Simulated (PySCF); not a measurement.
Molecule: SMILES S[SiH2]C(Cl)(Cl)Cl, CH₃Cl₃SSi.

Atoms are numbered as in `[SH:1][SiH2:2][C:3]([Cl:4])([Cl:5])[Cl:6]`. Each H is labelled by its parent atom.

Geometry PBE0-D3(BJ)/def2-SVP throughout; GIAO in PySCF, gas phase, one conformer, non-relativistic; equivalent atoms averaged; basis pcSseg-2.

(1) How do the absolute shieldings σ depend on the functional? (ppm; last column core-seconds on 1 thread of an Arm Neoverse V1, shared host)

(2) Which nucleus moves most, in ppm?

Answers

(1) 
```tsv
functional	kind	S1	Si2	C3	Cl4/Cl5/Cl6	H(Si2)	H(S1)	core-s
PBE0	global hybrid	718.1	355.7	70.6	541.2	26.36	30.06	44
mPW1PW91	global hybrid	714.6	354.5	69.4	538.9	26.43	30.14	44
WP04	global hybrid	664.7	343.5	43.5	497.6	27.29	30.90	46
B97-2	global hybrid	715.4	362.6	69.4	544.2	26.56	30.23	45
BHandHLYP	global hybrid	717.7	358.9	76.6	564.0	26.79	30.37	46
CAM-B3LYP	range-separated hybrid	707.2	342.4	71.0	534.4	26.58	30.28	66
wB97X-D	range-separated hybrid	718.8	353.8	73.6	544.0	26.56	30.27	63
LC-wPBE	range-separated hybrid	738.7	359.0	86.5	577.3	26.60	30.19	72
```

(2) Cl4/Cl5/Cl6 (chlorine bonded to C): from 497.6 ppm with WP04 to 577.3 ppm with LC-wPBE. The smallest spread is 0.84 ppm, at H(S1). Proton shifts span only some 12 ppm, so a few tenths of a ppm matter as much there as several ppm in carbon.
